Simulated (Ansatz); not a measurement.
One geometry of Cu₂Se, several levels of theory.

```yaml
crystal:
  periodic: [false, false, false]
  atoms:
    - {symbol: Cu, position_ang: [0.798363, -0.582256, -1.048132]}
    - {symbol: Cu, position_ang: [-0.626330, 1.293448, 0.098456]}
    - {symbol: Se, position_ang: [-0.172033, -0.711193, 0.949676]}
basis:
  gaussian: {orbitals: def2-TZVP, initial_orbitals: start.molden}
correlation: {method: mp2, frozen_orbitals: {Cu: 9, Se: 9}}
scf: {omitted_lower_state_checks: [starts]}
output: {orbitals: {seedname: orbitals}}
```

The file start.molden holds the orbitals of an earlier run on this structure, at another level or in another basis.

```sh
$ ansatz run in.yaml --threads 4 --pin off --events-out ev --progress --plain --max-ram 3916MiB
```

Output, abridged:

```
Functional definition: HF
1272 factors; integrals over basis functions are off by at most 5.6e-4 eV
mean field evaluation 1: about -154497.7286 eV, gradient 3.7e1 eV
mean field evaluation 2: about -154499.2166 eV, gradient 2.5e0 eV
mean field evaluation 4: about -154499.6861 eV, gradient 2.0e0 eV
mean field evaluation 8: about -154499.7015 eV, gradient 9.2e-4 eV
mean field -154499.70150378 eV, -5677.7593066050 hartree, gradient 1.7e-6 eV, S^2 0.000000; 0 other end points of the search recorded, 0 dependent functions left out
27 core orbitals not correlated: weight in the atoms' cores, before any rotation towards them, 1.000 or more for the frozen orbitals, at most 0.000 for the correlated occupied ones
reference -154499.70150378 eV, -5677.7593066050 hartree; 19, 19 occupied and 92, 92 virtual orbitals, 1272 factors
second order -30.83027973 eV of doubles, -0.00000000 eV of singles
Total energy: -154530.53178351 eV, -5678.8922984875 hartree
Checks for a lower state left out: starts
```

It took 2.4 s on 4 threads of AMD EPYC 7R43 on a shared host.

The first input with `hamiltonian: {xc: {name: revPBE}, dispersion: d4}` and without the key `correlation` (abridged; 1.3 s):

```
Functional definition: revPBE
mean field -154622.46298693 eV, -5682.2707079000 hartree, gradient 1.2e-5 eV, S^2 0.000000
Total energy: -154622.67656128 eV, -5682.2785566126 hartree
Checks for a lower state left out: starts
```

First input, but with `gaussian: {orbitals: def2-TZVPP, initial_orbitals: start.molden}`, `correlation: {method: ccsd_t, frozen_orbitals: {Cu: 9, Se: 9}}` (abridged; 15 s):

```
Functional definition: HF
mean field evaluation 16: about -154492.8714 eV, gradient 1.1e1 eV
mean field -154499.77877394 eV, -5677.7621462311 hartree, gradient 2.0e-6 eV, S^2 0.000000
27 core orbitals not correlated: weight in the atoms' cores, before any rotation towards them, 1.000 or more for the frozen orbitals, at most 0.000 for the correlated occupied ones
second order -35.18835438 eV of doubles, -0.00000000 eV of singles
cycle   1  -29.30364379 eV  change     5.9e0 eV  update   2.7e-1
cycle   2  -31.09707045 eV  change    -1.8e0 eV  update   1.8e-1
cycle   3  -31.43068133 eV  change   -3.3e-1 eV  update   5.1e-2
cycle   4  -31.42358408 eV  change    7.1e-3 eV  update   2.8e-2
cycle   5  -31.35220095 eV  change    7.1e-2 eV  update   1.4e-2
cycle   6  -31.34210680 eV  change    1.0e-2 eV  update   7.7e-3
cycle   7  -31.36134644 eV  change   -1.9e-2 eV  update   5.1e-3
cycle   8  -31.36165707 eV  change   -3.1e-4 eV  update   2.7e-3
cycle   9  -31.35883652 eV  change    2.8e-3 eV  update   1.4e-3
cycle  10  -31.36112533 eV  change   -2.3e-3 eV  update   7.5e-4
cycle  11  -31.36149168 eV  change   -3.7e-4 eV  update   4.5e-4
cycle  12  -31.35993300 eV  change    1.6e-3 eV  update   2.3e-4
cycle  13  -31.35987621 eV  change    5.7e-5 eV  update   1.4e-4
cycle  14  -31.36008134 eV  change   -2.1e-4 eV  update   6.0e-5
cycle  15  -31.36000707 eV  change    7.4e-5 eV  update   2.6e-5
cycle  16  -31.36000206 eV  change    5.0e-6 eV  update   1.7e-5
perturbative correction -1.48740398 eV, -0.0546610881 hartree
Total energy: -154532.62617998 eV, -5678.9692661382 hartree
Checks for a lower state left out: starts
```

As the first input, with `hamiltonian: {xc: hse06, dispersion: d4}` and without the key `correlation` (abridged; 2.5 s):

```
Functional definition: HSE06
mean field -154611.96181175 eV, -5681.8847968301 hartree, gradient 2.2e-5 eV, S^2 0.000000
Total energy: -154612.04562110 eV, -5681.8878767668 hartree
Checks for a lower state left out: starts
```

First input, but with `hamiltonian: {xc: r2scan, dispersion: d4}` and without the key `correlation` (abridged; 3 s):

```
Functional definition: r2SCAN
mean field -154632.08890466 eV, -5682.6244538519 hartree, gradient 3.4e-5 eV, S^2 0.000000
Total energy: -154632.10693399 eV, -5682.6251164176 hartree
Checks for a lower state left out: starts
```

First input, but with `gaussian: {orbitals: def2-SVP, initial_orbitals: start.molden}`, `hamiltonian: {xc: pbe0, dispersion: d4}` and without the key `correlation` (abridged; 1.6 s):

```
Functional definition: PBE0
mean field -154590.64398477 eV, -5681.1013811381 hartree, gradient 2.4e-5 eV, S^2 0.000000
Total energy: -154590.73055812 eV, -5681.1045626502 hartree
Checks for a lower state left out: starts
```

First input, but with `gaussian: {orbitals: def2-SVP, initial_orbitals: start.molden}`, `hamiltonian: {xc: pbe, dispersion: d4}` and without the key `correlation` (abridged; 0.95 s):

```
Functional definition: PBE
mean field -154588.40882458 eV, -5681.0192405164 hartree, gradient 8.5e-5 eV, S^2 0.000000
Total energy: -154588.51189329 eV, -5681.0230282215 hartree
Checks for a lower state left out: starts
```

Geometry: PBE0-D4/def2-TZVP.

HSE06 is defined as in plane-wave codes, on full-range PBE exchange. Correlated methods freeze 27 core orbitals; core or outer-core shells of Se are correlated, in sets that lack core-valence functions. The structure comes from a short search, and lower isomers may exist.
